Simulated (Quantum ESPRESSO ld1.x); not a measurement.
Task: The table gives one normalised radial function P(r) = r R(r) of Nd3+ in [Xe] 4f1 5d2 (r in bohr). Calculated with ld1.x of Quantum ESPRESSO 7.5: non-relativistic Kohn-Sham, PBE, spin-unpolarised, spherical densities, point nucleus; relativity is left out, which matters for an element this heavy.

r             P
0.002626  0.0000
0.004012  0.0000
0.006181  0.0000
0.009444  0.0000
0.01455   0.0001
0.02223   0.0004
0.03424   0.0019
0.05232   0.0082
0.08059   0.0323
0.1232    0.1069
0.1897    0.2971
0.2899    0.6323
0.4465    1.0020
0.6877    1.0965
1.051     0.7996
1.619     0.3734
2.474     0.1004
3.81      0.0116
5.822     0.0004

Which n and l does it have? It may be an empty orbital.

Result: n = 4, l = 3: the number of nodes gives n - l - 1 = 0, the rise at small r (about r^(l+1)) gives l, and the extent must fit the shell. The curve is that of 4f. 4f: eigenvalue -49.652 eV, 0 radial nodes, <r> = 0.831 bohr, 90 % of the charge inside 1.36 bohr.
